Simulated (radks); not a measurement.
The numbers below are computed, except where a source is named.
The copper ion Cu8+ is in [Ar] 3d3. Code: a radial shooting solver on a logarithmic mesh with Libxc functionals. Model: scalar-relativistic Kohn-Sham, LDA (Slater exchange, Perdew-Wang correlation), spin-polarised, spherical densities, finite nucleus; Fermi nuclear charge, rms radius of each element as measured or else 0.836 A^(1/3) + 0.57 fm. Open shells are filled with parallel spins first. One electron is removed from 2p, 3s, 3p, 3d in turn, with full relaxation. Which removal costs least, and what does each cost?

Answer. 3d 199.27 eV; 3p 263.65 eV; 3s 307.51 eV; 2p 1158.8 eV. The 3d electron leaves first.
